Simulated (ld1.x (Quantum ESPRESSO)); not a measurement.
# tin (Sn): one change to a TM potential, before and after

tin (Sn), norm-conserving Troullier–Martins (Kleinman–Bylander form), made with ld1.x (Quantum ESPRESSO) 7.5 (LDA (PZ), fully relativistic). Core [Kr] 4d10, reference 5s2 5p2. Waves: 5p (bound): rc 2.25 bohr; 5s (bound): rc 1.75 bohr. Local part: the s channel. Core correction: a·sin(br)/r model core inside 0.95 bohr.

Open shells are filled in proportion to 2j + 1 (rel_dist='average').

Change: wave 5s (bound): rc 1.75 bohr becomes 5s (bound): rc 1.94 bohr.

Cutoffs: the cutoffs (Ry, on a coarse ladder) from which the occupation-weighted sum of valence levels, in a spherical-Bessel basis at the reference potential, stays within 10 and 1 mRy of its value at 400 Ry; they do not see the model core or the augmentation charge, which bear on the density cutoff. Errors are all-electron minus pseudo energies relative to the spin-unpolarised reference configuration.

Q: How do hardness, ghosts and transferability respond?

A: The potential gets softer (25 Ry and 50 Ry → 21 Ry and 30 Ry); the errors of the 7 common tests hardly move; neither file shows a bound ghost. A larger radius leaves more room for a smooth pseudo-wave, so fewer plane waves are needed.

```csv
quantity,base,changed
"cutoff, loose",25 Ry,21 Ry
"cutoff, tight",50 Ry,30 Ry
loose cutoff by channel (10 mRy a level),"p 8 Ry, s 18 Ry","p 8 Ry, s 10 Ry"
bound ghosts,none,none
"error for 5s2 5p1, meV [ΔE 7.11 eV]",-6.5,-6.8
"error for 5s2 5p0, meV [ΔE 21.39 eV]",-56,-57
"error for 5s1 5p0, meV [ΔE 52.84 eV]",-320,-323
"error for 5s0 5p4, meV [ΔE 14.36 eV]",-59,-55
"error for 5s2 5p2.3, meV [ΔE -0.90 eV]",0.0,0.0
"error for 5s1 5p3, meV [ΔE 7.05 eV]",-14,-13
"error for 5s2 5p1.5, meV [ΔE 2.72 eV]",-1.1,-1.1
s: phases at 2.44 bohr within 0.05 rad from the reference energy up to (Ry; the scan ends near 5),2.6,3.0
p1/2: phases at 2.44 bohr within 0.05 rad from the reference energy up to (Ry; the scan ends near 5),4.8,4.6
p3/2: phases at 2.44 bohr within 0.05 rad from the reference energy up to (Ry; the scan ends near 5),4.2,4.2
```
